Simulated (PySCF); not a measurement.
Compound: GaH3.
Cartesian coordinates in Å at the PBE0-D3(BJ)/def2-SVP level; atoms count from 1:
```
atom  x, y, z in Å
Ga1    0.0270   -0.0222   -0.0203
H2     0.0136    1.5494   -0.0244
H3     1.3941   -0.7958   -0.0112
H4    -1.3309   -0.8123   -0.0203
```

Computed with PySCF at PBE0/def2-SVPD, non-relativistic, on one gas-phase PBE0-D3(BJ)/def2-SVP geometry that isn't relaxed in the solvent. The solvent is an IEF-PCM continuum (van der Waals radii × 1.2), and excitations are vertical TDDFT with non-equilibrium linear response and a frozen core. Only the electrostatic response of the medium enters. Spin–orbit coupling is left out although an atom past zinc is present.

Gas-phase singlets (H = HOMO, L = LUMO):

```
state  E (eV)  λ (nm)      f  leading configuration
   S1   5.180     239  0.000               H→L 100%
   S2   5.199     238  0.000             H-1→L 100%
   S3   7.884     157  0.194              H→L+1 98%
   S4   7.903     157  0.196            H-1→L+1 98%
   S5   8.618     144  0.000              H→L+4 52%
```

Task: What are the lowest 5 singlets in benzene (ε = 2.271)?

Result: 
```tsv
state	E (eV)	λ (nm)	f	leading configuration	change by rank (eV)
S1	5.270	235	0.000	H→L 100%	+0.090
S2	5.271	235	0.000	H-1→L 100%	+0.072
S3	7.775	159	0.317	H→L+1 99%	-0.109
S4	7.777	159	0.318	H-1→L+1 99%	-0.126
S5	8.542	145	0.000	H→L+4 50%	-0.076
```

Task: What are the lowest 5 singlets in chloroform (ε = 4.711)?

Result: 
```
state  E (eV)  λ (nm)      f  leading configuration  change by rank (eV)
   S1   5.365     231  0.000               H→L 100%               +0.185
   S2   5.367     231  0.000             H-1→L 100%               +0.168
   S3   7.780     159  0.312              H→L+1 99%               -0.104
   S4   7.782     159  0.312            H-1→L+1 99%               -0.121
   S5   8.550     145  0.000              H→L+4 50%               -0.068
```

Task: How do the frontier levels move from gas to chloroform?

Result: 
```json
{"orbital": "LUMO+2", "gas (eV)": "1.21", "solvent (eV)": "1.46", "change (eV)": "+0.25"}
{"orbital": "LUMO+1", "gas (eV)": "0.38", "solvent (eV)": "0.45", "change (eV)": "+0.07"}
{"orbital": "LUMO", "gas (eV)": "-1.82", "solvent (eV)": "-1.50", "change (eV)": "+0.32"}
{"orbital": "HOMO", "gas (eV)": "-8.57", "solvent (eV)": "-8.48", "change (eV)": "+0.09"}
{"orbital": "HOMO-1", "gas (eV)": "-8.58", "solvent (eV)": "-8.48", "change (eV)": "+0.10"}
{"orbital": "HOMO-2", "gas (eV)": "-12.70", "solvent (eV)": "-12.56", "change (eV)": "+0.14"}
{"orbital": "HOMO-3", "gas (eV)": "-23.21", "solvent (eV)": "-23.08", "change (eV)": "+0.13"}
```

The HOMO–LUMO gap goes from 6.74 to 6.99 eV. Rows go by rank; for HOMO-1 and HOMO the atom shares or the degeneracy differ between the runs, so the row needn't follow one orbital.
